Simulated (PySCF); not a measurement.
Isomers of C4H12Ge. Level of theory: TDDFT CAM-B3LYP/def2-SVPD, vertical, gas phase, core orbitals frozen in the response (PySCF). Geometries: PBE0-D3(BJ)/def2-SVP; one conformer of each isolated species. Triplets are in the Tamm–Dancoff approximation. Relativistic effects are left out although some hold elements past zinc.

A. `[H][Ge]([H])([H])[CH2]CCC`
B. `[CH2]([GeH]([CH3])[CH3])C`
C. `C[C]([GeH3])(C)C`
D. `CC[C@H](C)[GeH3]`

Lowest singlet levels (six at most, fewer where fewer were computed) with oscillator strengths:

1. 7.23 eV (f 0.028); 8.07 eV (f 0.465); 8.15 eV (f 0.010 summed over 2 states); 8.55 eV (f 0.119); 8.66 eV (f 0.212 summed over 2 states); 8.80 eV (f 0.044 summed over 2 states); T1 6.95 eV
2. 7.75 eV (f 0.005); 8.41 eV (f 0.313); 8.52 eV (f 0.065); 8.55 eV (f 0.063); 8.65 eV (f 0.027); 8.76 eV (f 0.028); T1 7.43 eV
3. 7.49 eV (f 0.021); 7.89 eV (f 0.068); 8.14 eV (f 0.002); 8.17 eV (f 0.008); 8.28 eV (f 0.055); 8.46 eV (f 0.056); T1 7.31 eV
4. 7.50 eV (f 0.009); 8.14 eV (f 0.145); 8.15 eV (f 0.064); 8.28 eV (f 0.081); 8.62 eV (f 0.077); 8.65 eV (f 0.057); T1 7.23 eV

Task: Match each spectrum to its molecule.

Result: 1 = C, 2 = A, 3 = B, 4 = D.
- A: S1 at 7.75 eV, HOMO→LUMO (88%); Löwdin shares by element: HOMO carbon 53% or more, germanium 22% (atoms not listed hold the other 25%); LUMO germanium 46%, hydrogen 13% or more, carbon 7% or more (atoms not listed hold the other 33%); HOMO -9.57 and LUMO 1.07 eV.
- B: S1 at 7.49 eV, HOMO→LUMO (87%); Löwdin shares by element: HOMO carbon 51% or more, germanium 20% (atoms not listed hold the other 29%); LUMO carbon 27% or more, germanium 24% (atoms not listed hold the other 49%); HOMO -9.16 and LUMO 1.15 eV.
- C: S1 at 7.23 eV, HOMO→LUMO (91%); Löwdin shares by element: HOMO carbon 46% or more, germanium 23% (atoms not listed hold the other 31%); LUMO germanium 34%, hydrogen 19% or more (atoms not listed hold the other 47%); HOMO -9.01 and LUMO 0.99 eV.
- D: S1 at 7.50 eV, HOMO→LUMO (83%), HOMO→LUMO+1 (12%); Löwdin shares by element: HOMO carbon 49% or more, germanium 22% (atoms not listed hold the other 28%); LUMO germanium 39%, hydrogen 15% or more, carbon 6% or more (atoms not listed hold the other 39%); HOMO -9.22 and LUMO 1.09 eV.
B and D have S1 within 0.01 eV of each other; their strongest listed levels stand at 7.89 eV (f 0.068) and 8.14 eV (f 0.145).
